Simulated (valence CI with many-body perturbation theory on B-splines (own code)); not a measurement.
Yb55+: electric-dipole lines

Computed by valence CI with perturbative core correlation (CI+MBPT): five valence electrons over a frozen Dirac-Fock core [Ne], radial functions for each j: 9 s, 9 p, 8 d, 6 f, 3 g, 1 h, with the one-electron correlation potential Σ1 (screened to all orders), the two-electron term Σ2, the three-electron term Σ3, Breit, model QED; selected single and double excitations, second order for the rest (own B-spline code, finite nucleus).

The last digits are not significant, and no measured levels were compared; by estimate large intervals hold to a few tenths of a per cent, small ones and those within an open d or f shell to about a per cent. Among the levels kept, up to 570 cm⁻¹ of a level comes from second order outside the variational space, and about a tenth of that is noise between levels of different J, which matters for small intervals.

Lines 101 to 150 of 214 in falling wavelength, among levels below 773.63 eV, chosen from the strongest by gf and those to the six lowest levels. Wavelengths and rates use the calculated energies. Electric multipoles are in the length gauge, E1 and E2 with the static RPA response of the core. Weak lines are less certain than strong ones. Lines between different terms over intervals too small for the method are left out, as are lines whose strength nearly cancels. The highest levels of a list are the least certain.

Levels are named by their leading jj configuration (3d3/2^4 stands for four electrons in 3d with j = 3/2), which in mixed levels can hold well under half, so a name can repeat and another be missing. Letters in brackets count levels of one name in rising energy.

| λ vac (nm) | Upper | Lower | A (s⁻¹) | S (a.u.) with core polarisation | S without |
| --- | --- | --- | --- | --- | --- |
| 5.022 | (3s^2 3p1/2 3d3/2 3d5/2) J=5/2 | (3s^2 3p1/2 3p3/2 3d3/2) J=3/2 [b] | 2.84e+09 | 1.06e-03 | 1.08e-03 |
| 4.986 | (3s^2 3p1/2 3p3/2 3d3/2) J=3/2 [b] | (3s^2 3p1/2 3p3/2^2) J=5/2 | 9.76e+08 | 2.39e-04 | 2.45e-04 |
| 4.948 | (3s^2 3p1/2 3p3/2 3d3/2) J=5/2 [b] | (3s^2 3p1/2 3p3/2^2) J=3/2 | 3.65e+08 | 1.31e-04 | 1.33e-04 |
| 4.807 | (3s^2 3p3/2^3) J=3/2 | (3s^2 3p1/2^2 3d5/2) J=5/2 | 4.04e+06 | 8.87e-07 | 8.99e-07 |
| 4.777 | (3s^2 3p1/2 3p3/2 3d3/2) J=1/2 [b] | (3s^2 3p1/2 3p3/2^2) J=3/2 | 6.93e+09 | 7.46e-04 | 7.56e-04 |
| 4.773 | (3s^2 3p1/2 3p3/2 3d3/2) J=3/2 [b] | (3s^2 3p1/2 3p3/2^2) J=3/2 | 5.32e+07 | 1.14e-05 | 1.19e-05 |
| 4.769 | (3s^2 3p1/2 3p3/2 3d5/2) J=3/2 [a] | (3s^2 3p1/2 3p3/2^2) J=1/2 | 1.28e+09 | 2.73e-04 | 2.77e-04 |
| 4.769 | (3s 3p1/2^2 3p3/2 3d5/2) J=5/2 [a] | (3s 3p1/2^2 3p3/2^2) J=3/2 | 2.93e+09 | 9.41e-04 | 9.55e-04 |
| 4.708 | (3s^2 3p1/2 3p3/2 3d5/2) J=7/2 [a] | (3s^2 3p1/2 3p3/2^2) J=5/2 | 7.90e+08 | 3.26e-04 | 3.30e-04 |
| 4.665 | (3s^2 3p1/2 3d3/2^2) J=3/2 | (3s^2 3p1/2 3p3/2 3d3/2) J=1/2 [a] | 4.07e+09 | 8.16e-04 | 8.26e-04 |
| 4.627 | (3s 3p1/2^2 3p3/2 3d5/2) J=3/2 [a] | (3s 3p1/2^2 3p3/2^2) J=1/2 | 1.45e+10 | 2.84e-03 | 2.87e-03 |
| 4.607 | (3s 3p1/2^2 3p3/2 3d5/2) J=3/2 [a] | (3s 3p1/2^2 3p3/2^2) J=3/2 | 4.49e+10 | 8.67e-03 | 8.78e-03 |
| 4.594 | (3s 3p1/2^2 3p3/2 3d5/2) J=5/2 [b] | (3s^2 3p1/2 3p3/2 3d3/2) J=3/2 [a] | 5.33e+09 | 1.53e-03 | 1.55e-03 |
| 4.521 | (3s^2 3p1/2 3p3/2 3d5/2) J=3/2 [a] | (3s^2 3p1/2 3p3/2^2) J=5/2 | 1.47e+10 | 2.68e-03 | 2.72e-03 |
| 4.464 | (3s^2 3p1/2 3p3/2 3d5/2) J=5/2 [a] | (3s^2 3p1/2 3p3/2^2) J=5/2 | 6.96e+10 | 1.83e-02 | 1.86e-02 |
| 4.431 | (3s^2 3p1/2 3d3/2 3d5/2) J=7/2 | (3s^2 3p1/2 3p3/2 3d3/2) J=7/2 | 3.88e+10 | 1.33e-02 | 1.35e-02 |
| 4.372 | (3s^2 3p1/2 3d3/2 3d5/2) J=5/2 | (3s^2 3p1/2 3p3/2 3d3/2) J=7/2 | 1.55e+10 | 3.84e-03 | 3.89e-03 |
| 4.345 | (3s^2 3p1/2 3p3/2 3d5/2) J=3/2 [a] | (3s^2 3p1/2 3p3/2^2) J=3/2 | 1.12e+11 | 1.82e-02 | 1.84e-02 |
| 4.304 | (3s^2 3p1/2^2 3d5/2) J=5/2 | (3s^2 3p1/2^2 3p3/2) J=3/2 | 1.71e+11 | 4.04e-02 | 4.10e-02 |
| 4.303 | (3s 3p1/2^2 3p3/2 3d5/2) J=5/2 [a] | (3s 3p1/2^2 3p3/2^2) J=5/2 | 1.26e+11 | 2.97e-02 | 3.01e-02 |
| 4.292 | (3s^2 3p1/2 3p3/2 3d5/2) J=5/2 [a] | (3s^2 3p1/2 3p3/2^2) J=3/2 | 3.84e+10 | 8.99e-03 | 9.11e-03 |
| 4.272 | (3s 3p1/2^2 3p3/2 3d5/2) J=1/2 | (3s 3p1/2^2 3p3/2^2) J=1/2 | 2.30e+11 | 1.77e-02 | 1.79e-02 |
| 4.256 | (3s^2 3p1/2 3d3/2 3d5/2) J=7/2 | (3s^2 3p1/2 3p3/2 3d3/2) J=5/2 [a] | 1.60e+11 | 4.88e-02 | 4.95e-02 |
| 4.254 | (3s 3p1/2^2 3p3/2 3d5/2) J=1/2 | (3s 3p1/2^2 3p3/2^2) J=3/2 | 2.09e+10 | 1.59e-03 | 1.61e-03 |
| 4.245 | (3s^2 3p1/2 3d3/2 3d5/2) J=5/2 | (3s^2 3p1/2 3p3/2 3d3/2) J=3/2 [a] | 1.22e+11 | 2.75e-02 | 2.79e-02 |
| 4.244 | (3s^2 3p1/2 3p3/2 3d5/2) J=3/2 [b] | (3s^2 3p1/2 3p3/2^2) J=1/2 | 2.00e+11 | 3.02e-02 | 3.06e-02 |
| 4.240 | (3s^2 3p1/2 3d3/2^2) J=3/2 | (3s 3p1/2^2 3p3/2^2) J=3/2 | 7.67e+09 | 1.15e-03 | 1.17e-03 |
| 4.202 | (3s^2 3p1/2 3d3/2 3d5/2) J=5/2 | (3s^2 3p1/2 3p3/2 3d3/2) J=5/2 [a] | 1.03e+11 | 2.26e-02 | 2.29e-02 |
| 4.193 | (3s^2 3p1/2 3p3/2 3d5/2) J=1/2 | (3s^2 3p1/2 3p3/2^2) J=1/2 | 3.15e+11 | 2.29e-02 | 2.32e-02 |
| 4.193 | (3s 3p1/2^2 3p3/2 3d5/2) J=7/2 [a] | (3s 3p1/2^2 3p3/2^2) J=5/2 | 2.16e+11 | 6.30e-02 | 6.38e-02 |
| 4.181 | (3s 3p1/2^2 3p3/2 3d5/2) J=5/2 [b] | (3s 3p1/2^2 3p3/2^2) J=3/2 | 3.37e+11 | 7.29e-02 | 7.39e-02 |
| 4.171 | (3s 3p1/2^2 3p3/2 3d5/2) J=3/2 [a] | (3s 3p1/2^2 3p3/2^2) J=5/2 | 3.76e+10 | 5.38e-03 | 5.46e-03 |
| 4.168 | (3s 3p1/2^2 3p3/2 3d5/2) J=3/2 [b] | (3s 3p1/2^2 3p3/2^2) J=1/2 | 1.55e+11 | 2.22e-02 | 2.25e-02 |
| 4.163 | (3s^2 3p1/2 3p3/2 3d5/2) J=5/2 [b] | (3s^2 3p1/2 3p3/2^2) J=5/2 | 9.12e+10 | 1.95e-02 | 1.97e-02 |
| 4.158 | (3s^2 3p1/2 3d3/2 3d5/2) J=3/2 | (3s^2 3p1/2 3p3/2 3d3/2) J=3/2 [a] | 1.54e+11 | 2.18e-02 | 2.21e-02 |
| 4.157 | (3s^2 3p1/2 3d3/2 3d5/2) J=3/2 | (3s^2 3p1/2 3p3/2 3d3/2) J=1/2 [a] | 8.93e+10 | 1.27e-02 | 1.28e-02 |
| 4.156 | (3s^2 3p1/2 3p3/2 3d5/2) J=7/2 [b] | (3s^2 3p1/2 3p3/2^2) J=5/2 | 3.70e+11 | 1.05e-01 | 1.06e-01 |
| 4.151 | (3s 3p1/2^2 3p3/2 3d5/2) J=3/2 [b] | (3s 3p1/2^2 3p3/2^2) J=3/2 | 2.21e+10 | 3.13e-03 | 3.17e-03 |
| 4.117 | (3s^2 3p1/2 3d3/2 3d5/2) J=3/2 | (3s^2 3p1/2 3p3/2 3d3/2) J=5/2 [a] | 3.57e+10 | 4.92e-03 | 4.99e-03 |
| 4.047 | (3s^2 3p1/2 3p3/2 3d5/2) J=3/2 [b] | (3s^2 3p1/2 3p3/2^2) J=5/2 | 5.65e+10 | 7.39e-03 | 7.50e-03 |
| 4.013 | (3s^2 3p1/2 3p3/2 3d5/2) J=5/2 [b] | (3s^2 3p1/2 3p3/2^2) J=3/2 | 5.02e+11 | 9.60e-02 | 9.73e-02 |
| 3.976 | (3s 3p1/2^2 3p3/2 3d5/2) J=7/2 [b] | (3s 3p1/2^2 3p3/2^2) J=5/2 | 1.32e+11 | 3.28e-02 | 3.33e-02 |
| 3.905 | (3s^2 3p1/2 3p3/2 3d5/2) J=3/2 [b] | (3s^2 3p1/2 3p3/2^2) J=3/2 | 8.07e+07 | 9.49e-06 | 9.60e-06 |
| 3.890 | (3s^2 3p1/2 3d3/2 3d5/2) J=5/2 | (3s 3p1/2^2 3p3/2^2) J=3/2 | 6.23e+09 | 1.09e-03 | 1.10e-03 |
| 3.861 | (3s^2 3p1/2 3p3/2 3d5/2) J=1/2 | (3s^2 3p1/2 3p3/2^2) J=3/2 | 6.27e+10 | 3.56e-03 | 3.61e-03 |
| 3.819 | (3s 3p1/2^2 3p3/2 3d5/2) J=5/2 [b] | (3s 3p1/2^2 3p3/2^2) J=5/2 | 2.71e+10 | 4.47e-03 | 4.54e-03 |
| 3.817 | (3s^2 3p1/2 3d3/2 3d5/2) J=3/2 | (3s 3p1/2^2 3p3/2^2) J=3/2 | 6.21e+09 | 6.82e-04 | 6.91e-04 |
| 3.794 | (3s 3p1/2^2 3p3/2 3d5/2) J=3/2 [b] | (3s 3p1/2^2 3p3/2^2) J=5/2 | 2.40e+10 | 2.59e-03 | 2.62e-03 |
| 3.732 | (3s^2 3p3/2^3) J=3/2 | (3s^2 3p1/2^2 3d3/2) J=3/2 | 7.37e+07 | 7.56e-06 | 7.68e-06 |
| 3.642 | (3s 3p1/2^2 3p3/2 3d3/2) J=5/2 [a] | (3s^2 3p1/2^2 3d5/2) J=5/2 | 2.51e+08 | 3.59e-05 | 3.65e-05 |
